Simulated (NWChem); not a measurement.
System meant: YCl2 cation; SMILES [Cl][Y+][Cl]

Input file for NWChem:

```
start job
memory heap 200 mb stack 700 mb global 900 mb
charge 1
geometry units angstroms noautoz
  Y      0.000000     0.000000     0.552844
  Cl     1.926635     0.000000    -0.797856
  Cl    -1.926635     0.000000    -0.797856
end
basis spherical
  * library def2-svp
end
dft
  xc pbe0
  iterations 150
  mulliken
end
task dft energy
```

End of the output:

```
             Northwest Computational Chemistry Package (NWChem) 7.3.0
             --------------------------------------------------------

 C2V symmetry detected

                             Geometry "geometry" -> ""
                             -------------------------

 Output coordinates in angstroms (scale by  1.889725989 to convert to a.u.)

  No.       Tag          Charge          X              Y              Z
 ---- ---------------- ---------- -------------- -------------- --------------
    1 Y                   39.0000     0.00000000     0.00000000     0.62909315
    2 Cl                  17.0000     1.92663500     0.00000000    -0.72160685
    3 Cl                  17.0000    -1.92663500     0.00000000    -0.72160685

 Effective nuclear repulsion energy (a.u.)     337.9073035834

      Symmetry information
      --------------------

 Group name             C2v
 Group number             16
 Group order               4
 No. of unique centers     2

                                 NWChem DFT Module
                                 -----------------

 Summary of "ao basis" -> "ao basis" (spherical)
 ------------------------------------------------------------------------------
       Tag                 Description            Shells   Functions and Types
 ---------------- ------------------------------  ------  ---------------------
 Y                          def2-svp                11       31   5s3p2d1f
 Cl                         def2-svp                 8       18   4s3p1d

      Symmetry analysis of basis
      --------------------------

        a1         27
        a2          8
        b1         20
        b2         12

            General Information
            -------------------
          SCF calculation type: DFT
          Wavefunction type:  closed shell.
          No. of atoms     :     3
          No. of electrons :    72
           Alpha electrons :    36
            Beta electrons :    36
          Charge           :     1
          Spin multiplicity:     1
          Use of symmetry is: on ; symmetry adaption is: on
          Maximum number of iterations: 150
          AO basis - number of functions:    67
                     number of shells:    27
          Convergence on energy requested:  1.00D-06
          Convergence on density requested:  1.00D-05
          Convergence on gradient requested:  5.00D-04

              XC Information
              --------------
                         PBE0 Method XC Functional
                     Hartree-Fock (Exact) Exchange  0.250
          PerdewBurkeErnzerhof Exchange Functional  0.750
            Perdew 1991 LDA Correlation Functional  1.000 local
           PerdewBurkeErnz. Correlation Functional  1.000 non-local

             Grid Information
             ----------------
          Grid used for XC integration:  medium
          Radial quadrature: Mura-Knowles
          Angular quadrature: Lebedev.
          Tag              B.-S. Rad. Rad. Pts. Rad. Cut. Ang. Pts.
          ---              ---------- --------- --------- ---------
          Y                   1.80      123          10.0       590
          Cl                  1.00       88          10.0       590
          Grid pruning is: on
          Number of quadrature shells:   211
          Spatial weights used:  Erf1

      Superposition of Atomic Density Guess
      -------------------------------------

 Sum of atomic energies:       -1529.22924514

 Renormalizing density from      73.00 to     72

      Non-variational initial energy
      ------------------------------

 Total energy =   -1518.458972
 1-e energy   =   -2730.464058
 2-e energy   =     874.097783
 HOMO         =      -1.371147
 LUMO         =      -1.369794

      Symmetry analysis of molecular orbitals - initial
      -------------------------------------------------

  Numbering of irreducible representations:

     1 a1          2 a2          3 b1          4 b2

  Orbital symmetries:

     1 a1          2 b1          3 a1          4 a1          5 b1
     6 a1          7 b2          8 a1          9 b1         10 b1
    11 a1         12 a1         13 b1         14 b2         15 a2
    16 b1         17 a1         18 a2         19 a1         20 b2
    21 a1         22 b1         23 a1         24 b2         25 a1
    26 b1         27 b1         28 a2         29 b2         30 a1
    31 a1         32 b2         33 b1         34 a1         35 a1
    36 b1         37 a2         38 b2         39 b1         40 a1
    41 b2         42 a1         43 a2         44 b1         45 a1
    46 b2

     ---------------------------------------------
      Total Density - Mulliken Population Analysis
     ---------------------------------------------

    Atom       Charge   Shell Charges
 -----------   ------   -------------------------------------------------------
    1 Y   39    44.57   2.00  2.01  2.05  1.85 -0.45  6.05  6.78 -0.13 10.56 -0.40 14.27
    2 Cl  17    13.71   2.00  2.00  1.19  0.75  5.93  1.00  0.81  0.03
    3 Cl  17    13.71   2.00  2.00  1.19  0.75  5.93  1.00  0.81  0.03

   convergence    iter        energy       DeltaE   RMS-Dens  Diis-err
 ---------------- ----- ----------------- --------- --------- ---------
 d= 0,ls=0.0,diis     1  -1545.0870598893 -1.88D+03  3.28D-01  1.14D+01
 d= 0,ls=0.0,diis     2  -1538.5243318639  6.56D+00  8.90D-02  7.86D+01
 d= 0,ls=0.0,diis     3  -1545.6824725559 -7.16D+00  1.10D-01  1.14D+01
 d= 0,ls=0.0,diis     4  -1547.9128303256 -2.23D+00  3.90D-02  1.48D+00
 d= 0,ls=0.0,diis     5  -1548.2571257646 -3.44D-01  8.92D-03  1.43D-01
  Resetting Diis
 d= 0,ls=0.0,diis     6  -1548.2752498907 -1.81D-02  1.41D-03  1.63D-02
 d= 0,ls=0.0,diis     7  -1548.2772952208 -2.05D-03  6.05D-03  6.13D-03
 d= 0,ls=0.0,diis     8  -1548.2689979796  8.30D-03  4.59D-03  5.11D-02
 d= 0,ls=0.0,diis     9  -1548.2784076531 -9.41D-03  8.28D-05  1.26D-05
 d= 0,ls=0.0,diis    10  -1548.2784103485 -2.70D-06  5.05D-05  2.88D-07
 d= 0,ls=0.0,diis    11  -1548.2784106001 -2.52D-07  1.87D-05  3.81D-08
 d= 0,ls=0.0,diis    12  -1548.2784106256 -2.55D-08  7.29D-06  1.54D-09

         Total DFT energy =    -1548.278410625610
      One electron energy =    -2850.098901247085
           Coulomb energy =     1041.331535541715
    Exchange-Corr. energy =      -77.418348503625
 Nuclear repulsion energy =      337.907303583385

 Numeric. integr. density =       71.999993403514

                  Occupations of the irreducible representations
                  ----------------------------------------------

                     irrep           alpha         beta
                     --------     --------     --------
                     a1               16.0         16.0
                     a2                3.0          3.0
                     b1               11.0         11.0
                     b2                6.0          6.0

                       DFT Final Molecular Orbital Analysis
                       ------------------------------------

[...]
```

**Question.** Can this run be used? If not, why, and what is the fix?

**Answer.** The run ends normally but its numbers are meaningless: the def2 basis of a heavy element holds valence functions alone and wants its effective core potential (without it all electrons must fit into that basis). This input runs:
```
start job
memory heap 200 mb stack 700 mb global 900 mb
charge 1
geometry units angstroms noautoz
  Y      0.000000     0.000000     0.552844
  Cl     1.926635     0.000000    -0.797856
  Cl    -1.926635     0.000000    -0.797856
end
basis spherical
  * library def2-svp
end
ecp
  Y library def2-ecp
end
dft
  xc pbe0
  iterations 150
  mulliken
end
task dft energy
```
It converges to -958.01685 Ha (PBE0/def2-SVP with def2 effective core potentials on Y). The faulty run gave -1548.278 Ha, with all electrons squeezed into the valence basis.
